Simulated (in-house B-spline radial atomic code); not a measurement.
# Ionising Tc⁶⁺ with different functionals

Computed with a B-spline radial code for spherical atoms: four-component Dirac-Coulomb Hamiltonian, Fermi nucleus of rms radius 4.41117 fm, spin-restricted, spherical fractional occupations for the functionals. The ionisation energy is the difference of two self-consistent energies, [Kr] 4d1 → [Ar] 3d10 4s2 4p6, without Breit or QED terms; ε is the level of the shell that loses the electron (mean over j). The electron is taken from both j subshells in proportion to 2j + 1, so the result is a j average, not the step between ground levels.

Hybrids are left out here: with spherical fractional occupations of an open shell their exact exchange keeps a self-interaction that integer-occupation calculations don't have.

| method | rung | ΔSCF (eV) | -ε(4d) (eV) |
| --- | --- | --- | --- |
| LDA VWN5 | LDA | 88.85 | 80.44 |
| relativistic LDA | LDA | 88.87 | 80.46 |
| LDA PW92 | LDA | 88.84 | 80.43 |
| LDA exchange-only | LDA | ? | ? |
| PBE | GGA | 88.65 | 80.25 |
| PBEsol | GGA | 88.62 | 80.22 |
| BLYP | GGA | 88.52 | 80.11 |
| RPBE | GGA | ? | ? |
| PW91 | GGA | 88.76 | 80.35 |
| BP86 | GGA | 88.68 | 80.29 |
| AM05 | GGA | 88.64 | 80.23 |
| OLYP | GGA | 89.00 | 80.56 |

Problem. What does RPBE give?

Solution. ΔSCF 88.63 eV, and -ε(4d) = 80.23 eV.

Problem. What does LDA exchange-only give?

Solution. ΔSCF 87.09 eV, and -ε(4d) = 78.70 eV.

Problem. How do they compare with the NIST value?

Solution. NIST lists 88 eV ± 2 (tabulated theory, ground level to ground level). Errors run from -0.91 to +1.00 eV; all lie within about twice that uncertainty, so the table can't rank the methods.
